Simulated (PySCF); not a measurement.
Electronic absorption of Ge(vinyl)(OMe)3

Compound: Ge(vinyl)(OMe)3, C5H12GeO3.
SMILES: `C=[CH][Ge]([O]C)([O]C)[O]C`

Computed, not measured: TDDFT PBE0/def2-SVPD, vertical, gas phase, core orbitals frozen in the response (PySCF 2.14.0, density-fitted response routines). The structure is a single PBE0-D3(BJ)/def2-SVP conformer in the gas phase; no vibrational or solvent corrections. Relativistic effects, spin–orbit coupling among them, are left out although an element past zinc is present.

Q: What does the calculation give for the low-lying excited states?

A: 

```tsv
state	E (eV)	λ (nm)	ν̃ (cm⁻¹)	f	main configurations (H = HOMO, L = LUMO)
S1	5.91	210.0	47630	0.0097	H→L (56%), H-1→L (31%)
S2	6.08	203.9	49040	0.0082	H-1→L (60%), H→L (36%)
S3	6.22	199.2	50190	0.0060	H-2→L (91%)
S4	6.73	184.3	54250	0.012	H-4→L (86%)
S5	6.81	182.1	54920	0.077	H-3→L (58%), H-5→L (32%)
S6	7.06	175.7	56910	0.021	H→L+1 (61%), H-6→L (13%)
S7	7.12	174.0	57460	0.024	H-1→L+1 (55%), H-6→L (13%)
S8	7.16	173.3	57710	0.0077	H-1→L+1 (28%), H-6→L (28%), H→L+1 (23%)
S9	7.24	171.3	58380	0.026	H-2→L+1 (73%)
S10	7.54	164.3	60850	0.177	H-5→L (38%), H-6→L (22%), H-3→L (18%)
S11	7.60	163.2	61260	0.039	H-3→L+1 (74%), H→L+2 (9%)
S12	7.72	160.6	62280	0.037	H→L+2 (52%), H-1→L+2 (16%)
S13	7.79	159.2	62820	0.023	H-1→L+2 (39%), H-4→L+1 (22%), H→L+2 (12%)
S14	7.85	158.0	63300	0.015	H-4→L+1 (54%), H-1→L+4 (13%), H-2→L+2 (9%)
S15	7.89	157.1	63660	0.031	H-2→L+2 (39%), H-1→L+2 (17%), H-1→L+4 (8%)
```

Triplets, Tamm–Dancoff:

```csv
state,E (eV),λ (nm),"main configurations (H = HOMO, L = LUMO)"
T1,4.21,294.2,"H-3→L (63%), H-5→L (19%), H→L (11%)"
T2,5.56,222.8,"H→L (46%), H-1→L (27%)"
T3,6.02,205.9,"H-1→L (49%), H→L (32%), H-2→L (8%)"
T4,6.12,202.7,"H-2→L (78%), H-1→L (17%)"
```

The lowest singlet comes at 210 nm (570 kJ/mol) in the ultraviolet; it is weak; its leading configuration is HOMO→LUMO (56%). The most intense listed level is S10 at 7.54 eV (164 nm, f = 0.177), 1.64 eV above S1. Löwdin shares by element: HOMO oxygen 51% or more, carbon 17% or more (atoms not listed hold the other 31%); LUMO carbon 70% or more, germanium 8%, hydrogen 5% or more (atoms not listed hold the other 17%). The listed states span 1.99 eV, and the widest gap between neighbours is 0.50 eV (S3 to S4). Orbital energies (eV): HOMO-3 -8.31, HOMO-2 -8.04, HOMO-1 -7.91, HOMO -7.84, LUMO -0.77, LUMO+1 0.45, LUMO+2 0.94. Weighted by f, the mean energy of these states is 7.34 eV. Singlets were solved by full linear response, triplets in the Tamm–Dancoff approximation.
